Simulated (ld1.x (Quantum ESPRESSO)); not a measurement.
## An all-electron radial function and its pseudo partner (Er (Z = 68))

Columns: radius, all-electron u(r) and pseudo u(r) of the 5p shell (level -27.05 eV) of erbium in the configuration [Kr] 4d10 4f11.5 5s2 5p6 5d0.5 6s2 6p0; PBEsol, non-relativistic, ultrasoft scheme, ld1.x (Quantum ESPRESSO) 7.5.

```
r (bohr)  all-electron   pseudo
   0.145       -0.2788  -0.0248
   0.290        0.1108  -0.0960
   0.435        0.4693  -0.2049
   0.580        0.2501  -0.3383
   0.725       -0.1642  -0.4804
   0.870       -0.5279  -0.6151
   1.015       -0.7700  -0.7279
   1.160       -0.8957  -0.8082
   1.305       -0.9329  -0.8500
   1.450       -0.9101  -0.8526
   1.595       -0.8512  -0.8204
   1.740       -0.7730  -0.7613
   1.885       -0.6874  -0.6852
   2.030       -0.6017  -0.6023
   2.175       -0.5206  -0.5209
   2.320       -0.4462  -0.4462
   2.465       -0.3798  -0.3798
   2.610       -0.3216  -0.3216
   2.755       -0.2711  -0.2711
   2.900       -0.2278  -0.2278
   3.045       -0.1909  -0.1909
   3.190       -0.1597  -0.1597
   3.335       -0.1333  -0.1333
   3.480       -0.1111  -0.1111
   3.625       -0.0924  -0.0924
   3.770       -0.0768  -0.0768
```

Task: How many radial nodes do the two functions have?

Result: The all-electron 5p function has n − l − 1 = 3 (the table is too coarse to show those close to the nucleus); the pseudo-wave has 0, since the states of the same l below it are removed with the core.

Task: At about which radius was the pseudo-wave matched?

Result: 2.35 bohr. The columns agree to 0.0005 from 2.17 bohr on; several derivatives are matched, so the curves merge somewhat inside the radius.

Task: Is the pseudo-wave norm-conserving?

Result: No, it belongs to an ultrasoft set: the norm inside the radius is not constrained, and the difference is carried by the augmentation charge.
